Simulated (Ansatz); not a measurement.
Born–Oppenheimer molecular dynamics of Cl2H4N2Si (9 atoms, charge 0, multiplicity 1). It starts from a relaxed structure.

Level of theory: RKS BLYP/def2-SVP (Ansatz).

* ensemble: NVE (velocity Verlet)
* time step: 1 fs
* steps asked: 166
* starting velocities drawn for: 2000 K
* masses: H 2.014 u
* seed: 695175

Frames 2 fs apart, positions in Å, forces in eV/Å.

Velocities at 130 fs (Å/ps):

```
Si 4.93 9.19 0.61
Cl 1.18 -5.87 -6.31
Cl 4.96 -1.83 2.74
N -1.98 -10.63 -3.80
H -45.63 7.27 -12.00
H -29.09 -13.78 -3.77
N -11.20 5.35 10.83
H -6.95 19.79 10.07
H -3.52 30.83 11.11
```

```xyz
9
Properties=species:S:1:pos:R:3:forces:R:3 time_fs=130 energy_less_start_eV=0.640 T=1296
Si -0.182 0.039 -0.018 2.14 -2.85 0.33
Cl -0.271 0.036 2.111 0.01 0.04 -0.82
Cl 1.958 -0.013 -0.638 -0.93 0.33 0.46
N -0.992 1.443 -0.507 0.13 1.93 -0.59
H -0.632 2.276 0.048 -0.68 -0.84 -0.62
H -0.913 1.690 -1.526 -0.13 -0.22 0.82
N -0.590 -1.634 -0.669 -0.25 2.00 -0.80
H -1.511 -1.510 -1.152 0.16 -0.45 0.34
H 0.078 -1.785 -1.475 -0.44 0.05 0.87
9
Properties=species:S:1:pos:R:3:forces:R:3 time_fs=132 energy_less_start_eV=0.597 T=1342
Si -0.171 0.056 -0.017 2.10 -3.29 0.51
Cl -0.268 0.024 2.098 0.04 0.14 -0.60
Cl 1.967 -0.017 -0.633 -0.96 0.34 0.43
N -0.996 1.425 -0.516 -0.40 1.90 -0.65
H -0.729 2.283 0.018 -0.39 -0.49 -0.27
H -0.973 1.660 -1.526 -0.07 -0.14 0.39
N -0.613 -1.620 -0.648 0.13 2.18 -0.57
H -1.524 -1.475 -1.129 -0.05 -0.42 0.17
H 0.067 -1.724 -1.445 -0.40 -0.23 0.59
9
Properties=species:S:1:pos:R:3:forces:R:3 time_fs=134 energy_less_start_eV=0.568 T=1374
Si -0.157 0.067 -0.014 1.87 -3.34 0.60
Cl -0.266 0.013 2.084 0.08 0.23 -0.34
Cl 1.975 -0.020 -0.627 -0.97 0.34 0.40
N -1.001 1.411 -0.526 -0.72 1.24 -0.43
H -0.834 2.281 -0.016 -0.12 0.17 0.24
H -1.033 1.628 -1.520 -0.06 -0.02 -0.40
N -0.635 -1.601 -0.629 0.31 2.26 -0.02
H -1.538 -1.447 -1.103 -0.33 -0.35 -0.02
H 0.048 -1.666 -1.404 -0.06 -0.53 -0.02
9
Properties=species:S:1:pos:R:3:forces:R:3 time_fs=136 energy_less_start_eV=0.562 T=1383
Si -0.140 0.075 -0.011 1.46 -2.98 0.55
Cl -0.264 0.002 2.070 0.12 0.31 -0.05
Cl 1.983 -0.022 -0.620 -0.95 0.32 0.37
N -1.008 1.401 -0.537 -0.68 0.72 -0.16
H -0.941 2.282 -0.046 -0.01 0.51 0.52
H -1.095 1.595 -1.520 -0.08 0.02 -0.91
N -0.657 -1.575 -0.610 0.29 2.16 0.44
H -1.558 -1.427 -1.077 -0.44 -0.27 -0.12
H 0.028 -1.619 -1.363 0.30 -0.79 -0.64
9
Properties=species:S:1:pos:R:3:forces:R:3 time_fs=138 energy_less_start_eV=0.529 T=1418
Si -0.121 0.078 -0.008 0.93 -2.31 0.37
Cl -0.261 -0.009 2.056 0.16 0.37 0.27
Cl 1.989 -0.025 -0.613 -0.90 0.30 0.34
N -1.017 1.394 -0.549 -0.56 0.95 -0.16
H -1.048 2.292 -0.067 0.06 0.08 0.33
H -1.159 1.563 -1.538 -0.02 -0.09 -0.58
N -0.677 -1.543 -0.590 0.30 1.86 0.30
H -1.586 -1.411 -1.053 -0.25 -0.20 -0.06
H 0.014 -1.587 -1.334 0.29 -0.96 -0.82
9
Properties=species:S:1:pos:R:3:forces:R:3 time_fs=140 energy_less_start_eV=0.513 T=1434
Si -0.101 0.078 -0.003 0.33 -1.42 0.08
Cl -0.258 -0.020 2.042 0.20 0.42 0.62
Cl 1.994 -0.027 -0.606 -0.82 0.27 0.31
N -1.027 1.389 -0.561 -0.58 1.44 -0.38
H -1.155 2.302 -0.081 0.26 -0.68 -0.05
H -1.222 1.529 -1.565 0.18 -0.22 0.24
N -0.697 -1.506 -0.569 0.50 1.33 -0.47
H -1.619 -1.400 -1.030 0.11 -0.13 0.11
H 0.004 -1.574 -1.320 -0.17 -1.01 -0.47
9
Properties=species:S:1:pos:R:3:forces:R:3 time_fs=142 energy_less_start_eV=0.555 T=1388
Si -0.081 0.076 0.001 -0.27 -0.38 -0.27
Cl -0.255 -0.030 2.029 0.22 0.46 0.99
Cl 1.999 -0.029 -0.598 -0.72 0.25 0.27
N -1.039 1.387 -0.575 -0.59 1.45 -0.48
H -1.256 2.301 -0.096 0.50 -1.10 -0.28
H -1.283 1.491 -1.588 0.37 -0.25 0.83
N -0.716 -1.466 -0.549 0.77 0.54 -1.37
H -1.649 -1.391 -1.005 0.39 -0.04 0.25
H -0.009 -1.579 -1.315 -0.68 -0.93 0.06
9
Properties=species:S:1:pos:R:3:forces:R:3 time_fs=144 energy_less_start_eV=0.611 T=1327
Si -0.061 0.074 0.005 -0.80 0.66 -0.63
Cl -0.252 -0.040 2.017 0.25 0.50 1.34
Cl 2.002 -0.030 -0.590 -0.61 0.23 0.23
N -1.053 1.390 -0.589 -0.30 0.81 -0.31
H -1.347 2.279 -0.116 0.61 -0.93 -0.20
H -1.336 1.448 -1.596 0.44 -0.21 0.84
N -0.732 -1.424 -0.534 0.92 -0.37 -1.99
H -1.673 -1.383 -0.975 0.41 0.07 0.30
H -0.034 -1.603 -1.309 -0.92 -0.77 0.41
9
Properties=species:S:1:pos:R:3:forces:R:3 time_fs=146 energy_less_start_eV=0.669 T=1262
Si -0.042 0.072 0.008 -1.24 1.59 -0.93
Cl -0.248 -0.049 2.007 0.26 0.54 1.65
Cl 2.005 -0.031 -0.582 -0.49 0.22 0.18
N -1.067 1.395 -0.605 0.37 -0.22 0.10
H -1.428 2.240 -0.140 0.48 -0.27 0.15
H -1.381 1.401 -1.589 0.32 -0.16 0.32
N -0.746 -1.384 -0.523 0.93 -1.24 -2.16
H -1.689 -1.373 -0.939 0.12 0.17 0.25
H -0.077 -1.640 -1.295 -0.77 -0.63 0.44
9
Properties=species:S:1:pos:R:3:forces:R:3 time_fs=148 energy_less_start_eV=0.764 T=1158
Si -0.024 0.073 0.010 -1.55 2.27 -1.17
Cl -0.244 -0.057 1.998 0.27 0.57 1.91
Cl 2.008 -0.032 -0.573 -0.36 0.22 0.13
N -1.080 1.399 -0.620 1.21 -1.10 0.57
H -1.499 2.196 -0.161 0.20 0.41 0.55
H -1.421 1.351 -1.576 0.10 -0.18 -0.37
N -0.757 -1.346 -0.519 0.76 -1.85 -1.98
H -1.703 -1.360 -0.899 -0.29 0.25 0.17
H -0.134 -1.690 -1.274 -0.35 -0.59 0.19
9
Properties=species:S:1:pos:R:3:forces:R:3 time_fs=150 energy_less_start_eV=0.855 T=1058
Si -0.009 0.076 0.010 -1.78 2.61 -1.34
Cl -0.240 -0.065 1.991 0.28 0.60 2.09
Cl 2.010 -0.033 -0.564 -0.22 0.22 0.08
N -1.090 1.400 -0.634 1.60 -1.24 0.83
H -1.566 2.158 -0.171 0.13 0.52 0.62
H -1.458 1.297 -1.569 0.01 -0.21 -0.59
N -0.766 -1.314 -0.520 0.41 -2.20 -1.77
H -1.722 -1.343 -0.855 -0.52 0.32 0.16
H -0.198 -1.752 -1.248 0.08 -0.61 -0.09
9
Properties=species:S:1:pos:R:3:forces:R:3 time_fs=152 energy_less_start_eV=0.896 T=1012
Si 0.004 0.084 0.009 -1.97 2.58 -1.45
Cl -0.236 -0.072 1.987 0.29 0.62 2.17
Cl 2.012 -0.034 -0.556 -0.08 0.24 0.03
N -1.096 1.398 -0.645 1.23 -0.76 0.74
H -1.631 2.131 -0.170 0.45 0.02 0.28
H -1.494 1.240 -1.573 0.17 -0.14 -0.10
N -0.774 -1.288 -0.526 0.01 -2.45 -1.86
H -1.751 -1.319 -0.809 -0.32 0.35 0.23
H -0.261 -1.825 -1.224 0.20 -0.47 -0.04
```

Of the whole run (166 fs, mean temperature of the second half 1010 K): The conserved energy stayed within 0.44 meV per atom of its start (net change 0.17 meV per atom), so the integration is sound. Over the second half the temperature averaged 0.50 of the 2000 K drawn at the start: a run that starts near a minimum puts about half its kinetic energy into the potential. A run of 0.17 ps of so small a system gives no equilibrium averages.

Time of the run: 3 min on 4 threads of Arm Neoverse V1, on a shared host, peak memory 0.16 GiB.
